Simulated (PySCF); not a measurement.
## C₆ coefficients of unlike pairs at r2SCAN0

Calculated with PySCF 2.14 from the dipole response of each species, C₆(A,B) = (3/π) ∫ α_A(iu) α_B(iu) du, in atomic units, from isotropic polarisabilities. For ions this is the dispersion term alone; charge-induced terms of lower order in 1/R come first.

| species | configuration | basis | relativity | α (bohr³) | C₆ (like pair) |
| --- | --- | --- | --- | --- | --- |
| V²⁺ | [Ar] 3d3 (4F) | def2-TZVPPD (6s6p4d2f1g) | none | 4.087 | 12.34 |
| Mg²⁺ | [Ne] (1S) | aug-cc-pVQZ (7s6p4d3f2g) | none | 0.3320 | 0.2345 |
| S | [Ne] 3s2 3p4 (3P) | aug-cc-pV(D+d)Z (5s4p3d) | none | 18.21 | 128.6 |
| P | [Ne] 3s2 3p3 (4S) | aug-cc-pwCVDZ (6s5p3d) | none | 25.19 | 194.2 |

(1) Estimate C₆ for P with V²⁺.

No spin-orbit coupling is included.

The other pairs:

```
     pair     C₆
   S, V²⁺  36.95
     P, S  156.9
  S, Mg²⁺  4.075
Mg²⁺, V²⁺  1.590
  P, Mg²⁺  4.616
```

## Answers

(1) The integral gives 43.46. The combination rule 2 C_A C_B / (C_A α_B/α_A + C_B α_A/α_B) gives 44.55 and the geometric mean 48.95.
